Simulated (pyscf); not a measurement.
# B–NH₂, singlet

Gas-phase minimum from PySCF at ωB97X-D3(BJ)/def2-SVP, one conformer. B–NH₂ [singlet] lies 38.3 kcal/mol over its isomer HB=NH, and others may lie lower still (electronic energy, ωB97M-D3(BJ)). 

SMILES: [B]N
```xyz
4

B      0.6206     1.7508    -0.2236
N      0.2831     0.4127    -0.2257
H      0.6110    -0.2360     0.4869
H     -0.3120    -0.0010    -0.9403
```
Charge 0, spin multiplicity 1.

Bond lengths (Å): B1–N2 1.380, N2–H3 1.018, N2–H4 1.018. Bond angles (°): B1–N2–H3 122.6, B1–N2–H4 122.6, H3–N2–H4 114.9.

Properties at ωB97X-D3(BJ)/def2-SVP:

```
Property                                                                                                                                              Result
---------------------------------------------------------------------------------------------------------------------  -------------------------------------
Harmonic wavenumbers, unscaled                                                                                         420, 572, 1270, 1544, 3581, 3694 cm⁻¹
Zero-point energy                                                                                                                              15.8 kcal/mol
Rotational symmetry number                                                                                                                                 2
Entropy of this conformer at 298 K and 1 atm, rigid rotor and harmonic oscillator, modes under 100 cm⁻¹ raised to 100                        222.6 J/(mol K)
Dipole moment                                                                                                                                         4.12 D
```

Single-point totals, which compare only within one level (frozen core for MP2 and CC):

```
level                   total energy (hartree)
----------------------  ----------------------
ωB97X-D3(BJ)/def2-TZVP               -80.80433
PBE/def2-TZVP                        -80.65512
r²SCAN/def2-TZVP                     -80.71375
B3LYP-D3(BJ)/def2-TZVP               -80.77886
PBE0-D3(BJ)/def2-TZVP                -80.66456
M06-2X/def2-TZVP                     -80.73607
ωB97M-D3(BJ)/def2-TZVP               -80.79885
HF/def2-TZVPP                        -80.27718
MP2/def2-TZVPP                       -80.56304
CCSD/def2-TZVPP                      -80.58568
CCSD(T)/def2-TZVPP                   -80.59786
```

The CCSD(T) − MP2 part came from Ansatz, without density fitting, on the same reference.
